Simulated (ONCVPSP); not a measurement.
**Before and after: ONCV potential for phosphorus (P)**

ONCVPSP 4.0.1 input, shortened (lines: element, Z, core and valence counts, functional; n l f; lmax; l rc ep ncon nbas qcut; lloc lpopt rc5 dvloc0; l nproj debl; icmod fcfact rcfact), BLYP, scalar-relativistic:

```
  P 15.00    3    2  -106131      upf
    1    0    2.00
    2    0    2.00
    2    1    6.00
    3    0    2.00
    3    1    2.50
    1
    0    1.40    0.00    4    7    3.80
    1    1.60    0.00    4    7    5.30
    4    5    1.10    2.00
    0    2    0.80
    1    2    2.10
    3    3.50    1.15
```

Change: core correction Teter function, fcfact 3.5, rcfact 2.02.

Cutoffs: the cutoffs (Ha) at which the residual kinetic energy of the hardest occupied pseudo-wave falls to 1 and 0.1 mHa per electron; they do not see the model core or the augmentation charge, which bear on the density cutoff. Errors are all-electron minus pseudo energies relative to the spin-unpolarised reference configuration.

Problem. How do hardness, ghosts and transferability respond?

Solution. The potential gets neither clearly harder nor softer (19 Ha and 45 Ha → 19 Ha and 45 Ha); of the 4 tests that both files solve, the error grows in 4 and shrinks in 0 by more than 15 % and 0.3 meV (median size 1.1 → 8.0 meV); neither file shows a bound ghost. A model core, the more so a compact one, raises the density cutoff, which this test does not measure.

```tsv
quantity	base	changed
cutoff, loose	19 Ha	19 Ha
cutoff, tight	45 Ha	45 Ha
bound ghosts	none	none
GHOST(+) flags under 300 eV	s at 104.2 eV	s at 104.2 eV
error for 3s2 3p3, meV [ΔE -3.70 eV]	+0.7	-3.9
error for 3s2 3p2, meV [ΔE 5.88 eV]	+0.7	-7.0
error for 3s2 3p1, meV [ΔE 24.89 eV]	+19	-87
error for 3s1 3p4, meV [ΔE 4.86 eV]	+1.4	-9.0
s: phases at 1.42 bohr within 0.05 rad from the reference energy up to (Ha; the scan ends near 5)	3.2	3.2
p: phases at 1.62 bohr within 0.05 rad from the reference energy up to (Ha; the scan ends near 5)	4.4	4.4
rms error of d²Exc/dni dnj with the model core, mHa	2.84	5.13
```
